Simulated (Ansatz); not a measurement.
SnO, closed-shell singlet (the spin of the measured ground state), most abundant isotopes (15.9949 and 119.9022 u). Constants from fifth-degree fits in 1/R to seven points on the lowest solution found; no spin–orbit coupling, no relativity up to Kr; ω_e x_e and α_e move by some per cent with the fit.

Correlated levels freeze the inner cores; with def2 sets outer-core shells near the valence are correlated too. CBS: X⁻³ extrapolation of the correlation energy, Hartree–Fock from the larger set.

Programs: Ansatz (an electronic-structure program). Values without a source in brackets are computed. In def2 rows elements past Kr take small-core potentials, without spin–orbit coupling.

```
level                                r_e (Å)  ω_e (cm⁻¹)  ω_e x_e (cm⁻¹)  α_e (cm⁻¹)
-----------------------------------  -------  ----------  --------------  ----------
PBE/def2-TZVPP                        1.8480       805.7            3.22     0.00200
CCSD(T)/CBS(def2-TZVPP, def2-QZVPP)   1.8290       839.3            3.74     0.00207
```

D_e from total energies of the atoms and the molecule: 6.17 eV at PBE/def2-TZVPP; 5.85 eV at CCSD(T)/CBS(def2-TZVPP, def2-QZVPP).

Problem. Derive the rotational constants, the centrifugal constant, the fundamental, the zero-point energy and the force constant, and test the Morse rule for the well depth.

Solution. 
μ = 14.11233 u.
- PBE/def2-TZVPP: B_e = 16.8576/(μ r_e²) = 0.34978 cm⁻¹; B₀ = B_e − α_e/2 = 0.34878 cm⁻¹; D = 4B_e³/ω_e² = 2.64e-07 cm⁻¹; fundamental ω_e − 2ω_e x_e = 799 cm⁻¹; zero-point energy ω_e/2 − ω_e x_e/4 = 402 cm⁻¹; k = μ(2πcω_e)² = 540 N/m; the line J = 1 ← 0 at 2B₀ = 20.91 GHz; a Morse well would hold ω_e²/(4ω_e x_e) = 6.24 eV against the computed D_e of 6.17 eV
- CCSD(T)/CBS(def2-TZVPP, def2-QZVPP): B_e = 16.8576/(μ r_e²) = 0.35710 cm⁻¹; B₀ = B_e − α_e/2 = 0.35606 cm⁻¹; D = 4B_e³/ω_e² = 2.59e-07 cm⁻¹; fundamental ω_e − 2ω_e x_e = 832 cm⁻¹; zero-point energy ω_e/2 − ω_e x_e/4 = 419 cm⁻¹; k = μ(2πcω_e)² = 586 N/m; the line J = 1 ← 0 at 2B₀ = 21.35 GHz; a Morse well would hold ω_e²/(4ω_e x_e) = 5.84 eV against the computed D_e of 5.85 eV

Doubts at one or more of the structures used: a restricted determinant that unrestricted orbitals would lower (CCSD(T)/CBS(def2-TZVPP, def2-QZVPP)).

Measured for the ground state: r_e 1.8325 Å [microwave values compiled in ACS Omega 2, 8373 (2017)].
